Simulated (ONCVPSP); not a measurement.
## Sc (Z = 21), ONCV: configuration errors across variants

```json
{
 "Element": "scandium",
 "Generator": "ONCVPSP 4.0.1",
 "Type": "optimised norm-conserving Vanderbilt (ONCV)",
 "Functional": "PBE",
 "Relativity": "fully relativistic",
 "Frozen core": "[Ne]",
 "Valence charge": "11",
 "Reference configuration": "3s2 3p6 3d1 4s2",
 "Partial waves": "3s+4s: rc 1.90 bohr, ncon 4, nbas 7, qcut 8.4 1/bohr, 3 projectors, debl 3.7 Ha; 3p: rc 1.55 bohr, ncon 4, nbas 8, qcut 9.4 1/bohr, 2 projectors, debl 3 Ha; 3d: rc 1.55 bohr, ncon 4, nbas 8, qcut 8.5 1/bohr, local",
 "Local potential": "the d channel",
 "Core correction": "Teter function, fcfact 5.75, rcfact 1.65"
}
```

Open shells are filled in proportion to 2j + 1.

All-electron excitation energies from the reference (eV): (1) 3s2 3p6 3d1 4s1 6.897; (2) 3s2 3p6 3d1 4s0 19.665; (3) 3s2 3p6 3d0 4s2 4p1 3.464.

1 further variants failed, have other tests or too few solved ones, and are left out.

Errors AE − PS in meV (a dash: test not solved or not reliable):

```tsv
change	(1)	(2)	(3)	bound ghosts	GHOST(+) flags above zero
base	-0.1	-1.7	+31	none	s
d: rc 1.1	0.0	-0.9	+13	none	none
s: qcut 11.3	-0.1	-1.3	+30	none	none
```

Q: Give the same row for: core correction Teter function, fcfact 5.75, rcfact 1.06.

A: -0.1, -1.5, +31; bound ghosts: none; GHOST(+) flags above zero: s.
